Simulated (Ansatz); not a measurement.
**A cut through the energy surface**

CH₄FOY (SMILES [CH3][Y]([OH])[F]), singlet, at its PBE0-D4/def2-TZVP minimum:

```csv
atom,x (Å),y (Å),z (Å)
C1,-0.4068,-0.0257,-1.4007
Y2,0.8311,-0.1048,0.6125
O3,-0.0732,0.7463,2.1931
F4,2.1327,-1.6211,0.7762
H5,-1.3226,-0.6292,-1.3238
H6,-0.7446,0.9854,-1.6657
H7,0.1393,-0.4164,-2.2692
H8,-0.4636,1.0083,3.0218
```

The bond length C1–H6 (1.098 Å at the minimum) is set to the values below, with the rest relaxed at PBE0-D4/def2-TZVP at each step. Each method's energies count from its own value at the PBE0-D4 minimum structure. Program: Ansatz 0.2.0. Basis: def2-TZVPP. Cores are frozen in the correlated methods. Core potentials replace the inner electrons of the atoms past krypton. B3LYP uses VWN-RPA correlation.

```json
{"bond length (Å)": "0.901", "CCSD(T) (kcal/mol)": "20.91", "r2SCAN-D4 (kcal/mol)": "20.76", "MP2 (kcal/mol)": "20.56"}
{"bond length (Å)": "0.947", "CCSD(T) (kcal/mol)": "11.03", "r2SCAN-D4 (kcal/mol)": "10.96", "MP2 (kcal/mol)": "10.73"}
{"bond length (Å)": "1.015", "CCSD(T) (kcal/mol)": "2.85", "r2SCAN-D4 (kcal/mol)": "2.83", "MP2 (kcal/mol)": "2.66"}
{"bond length (Å)": "1.094", "CCSD(T) (kcal/mol)": "0.01", "r2SCAN-D4 (kcal/mol)": "0.01", "MP2 (kcal/mol)": "-0.01"}
{"bond length (Å)": "1.182", "CCSD(T) (kcal/mol)": "1.90", "r2SCAN-D4 (kcal/mol)": "1.92", "MP2 (kcal/mol)": "2.19"}
{"bond length (Å)": "1.276", "CCSD(T) (kcal/mol)": "7.16", "r2SCAN-D4 (kcal/mol)": "7.13", "MP2 (kcal/mol)": "7.93"}
{"bond length (Å)": "1.377", "CCSD(T) (kcal/mol)": "14.07", "r2SCAN-D4 (kcal/mol)": "14.12", "MP2 (kcal/mol)": "15.59"}
{"bond length (Å)": "1.483", "CCSD(T) (kcal/mol)": "21.63", "r2SCAN-D4 (kcal/mol)": "21.92", "MP2 (kcal/mol)": "24.17"}
{"bond length (Å)": "1.593", "CCSD(T) (kcal/mol)": "29.35", "r2SCAN-D4 (kcal/mol)": "29.93", "MP2 (kcal/mol)": "33.09"}
```

Minimum and curvature along this coordinate at CCSD(T): A fifth-order fit through the nearest points gives 1.099 Å, with a curvature of about 29 eV/Å².

Largest difference from the CCSD(T) curve over the scan: PBE-D4 0.81; PBE0-D4 1.74; B3LYP-D4 0.51; wB97M-V 1.49 kcal/mol. Each curve counts from its own value at the minimum.

T1 diagnostic: at most 0.017.

For scale, one of the runs: CCSD(T)/def2-TZVPP, 205 basis functions (an equivalent command: `ansatz run in.yaml --threads 4`). The run took 2.5 min on 4 CPU threads (shared host), with 3.1 GiB of host memory at its peak.
